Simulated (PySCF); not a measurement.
SiHCl, SMILES [SiH]Cl (connectivity only; charge and spin as stated), neutral, multiplicity 1. Geometry: PBE0-D3(BJ)/def2-TZVP. The isomer is the one that the SMILES or the coordinates give; other isomers of the formula were not compared.

Method: PySCF with PBE0-D3(BJ)/def2-TZVP.

Harmonic wavenumbers (cm⁻¹): 525, 812, 2018. Rotational constants (GHz): 224.8, 7.292, 7.063; symmetry number 1.

Task: Work out the zero-point energy and the ideal-gas rigid-rotor harmonic-oscillator thermochemistry at 298.15 K and 1 atm.

Result: ZPE = ½ Σ hcν = ½ × 3355 cm⁻¹ = 4.80 kcal/mol. H − E(el) = 7.34 kcal/mol. Entropy in cal/(mol K): translation 38.41, rotation 20.86, vibration 0.80, total 60.07. G − E(el) = -10.57 kcal/mol. Cp = 9.79 cal/(mol K).
